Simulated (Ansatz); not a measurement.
```yaml
crystal:
  periodic: [false, false, false]
  atoms:
    - {symbol: C, position_ang: [-3.627284, 0.575641, 1.258712]}
    - {symbol: Ga, position_ang: [-0.112426, 1.252263, -1.132462]}
    - {symbol: N, position_ang: [3.166121, -1.768620, 0.101429]}
    - {symbol: Cl, position_ang: [-0.161484, -0.001328, -5.776905]}
    - {symbol: Cl, position_ang: [2.554357, 5.173022, -0.318786]}
    - {symbol: H, position_ang: [-5.336797, 2.142429, 0.638284]}
    - {symbol: H, position_ang: [-4.486166, -1.639946, 0.911698]}
    - {symbol: H, position_ang: [-3.148253, 0.881796, 3.591940]}
    - {symbol: H, position_ang: [4.919775, -1.325636, -1.210146]}
    - {symbol: H, position_ang: [3.811705, -1.524668, 2.223968]}
    - {symbol: H, position_ang: [2.564335, -3.890134, -0.242631]}
basis:
  gaussian: {orbitals: 6-31G}
hamiltonian: {xc: {name: PBE0-DH}}
accuracy: high
```

```sh
$ ansatz run in.yaml --threads 4 --pin off --events-out ev --progress --plain --max-ram 11315MiB
```

Output, abridged:

```
Functional definition: PBE0-DH
1632 factors; integrals over basis functions are off by at most 4.3e-8 eV
mean field evaluation 1: about -79955.7305 eV, gradient 6.1e1 eV
mean field evaluation 2: about -79955.7409 eV, gradient 6.1e1 eV
mean field evaluation 4: about -79942.2349 eV, gradient 7.9e1 eV
mean field evaluation 8: about -79971.8635 eV, gradient 3.8e0 eV
mean field evaluation 16: about -79971.8786 eV, gradient 4.9e0 eV
mean field evaluation 32: about -79972.0745 eV, gradient 1.8e-8 eV
mean field -79972.07453703 eV, -2938.9195322168 hartree, gradient 2.3e-8 eV, S^2 0.000000; 6 other end points of the search recorded, 0 dependent functions left out; unrestricted orbitals would lower it
21 core orbitals not correlated: weight in the atoms' cores, before any rotation towards them, 1.000 or more for the frozen orbitals, at most 0.000 for the correlated occupied ones
reference -79972.07454059 eV, -2938.9195323475 hartree; 21, 21 occupied and 43, 43 virtual orbitals, 1632 factors
second order -44.64406004 eV of doubles, -0.00000000 eV of singles
Total energy: -79977.65504809 eV, -2939.1246122157 hartree
```

**Question.** What is wrong with this run?

**Answer.** The geometry is stretched to more than twice its size. Self-consistency was reached. The result belongs to that input, not to the molecule as meant.
